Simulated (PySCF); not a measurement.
(3Z)-4-fluoropenta-1,3-diene (C5H7F), SMILES F/C(=C\C=C)C.

Geometry: PBE0-D3(BJ)/def2-SVP. The values are those of a single conformer.

Two levels are set side by side: TDA-PBE/def2-SVPD (PySCF) and TDA-LC-ωPBE/def2-SVPD (PySCF). Vertical, same geometry. The lowest singlet is HOMO→LUMO+1 100 % with PBE and HOMO→LUMO 94 % with the other functional; states are paired by order. Differences are taken from unrounded values.

```json
[
 {"quantity": "lowest singlet excitation (eV)", "TDA-PBE": "5.52"},
 {"quantity": "lowest triplet excitation (TDA) (eV)", "TDA-PBE": "3.09"},
 {"quantity": "first bright state (f over 0.05) (eV)", "TDA-PBE": "5.77"},
 {"quantity": "its oscillator strength", "TDA-PBE": "0.81"}
]
```

Task: These are the TDA-PBE values. What does TDA-LC-ωPBE give? (An estimate is asked for; the answer gives what the named calculation found.)

Result: 
```json
[
 {"quantity": "lowest singlet excitation (eV)", "TDA-LC-ωPBE": "6.29", "TDA-PBE minus TDA-LC-ωPBE": "-0.77"},
 {"quantity": "lowest triplet excitation (TDA) (eV)", "TDA-LC-ωPBE": "3.04", "TDA-PBE minus TDA-LC-ωPBE": "0.05"},
 {"quantity": "first bright state (f over 0.05) (eV)", "TDA-LC-ωPBE": "6.29", "TDA-PBE minus TDA-LC-ωPBE": "-0.53"},
 {"quantity": "its oscillator strength", "TDA-LC-ωPBE": "1.12", "TDA-PBE minus TDA-LC-ωPBE": "-0.31"}
]
```

A lower first singlet is the usual sign of a functional without exact exchange. Differences between two approximate levels are no errors against the true value.

Rough cost on one machine, each run with all the roots and properties that it gave: TDA-LC-ωPBE against TDA-PBE about 4 times.
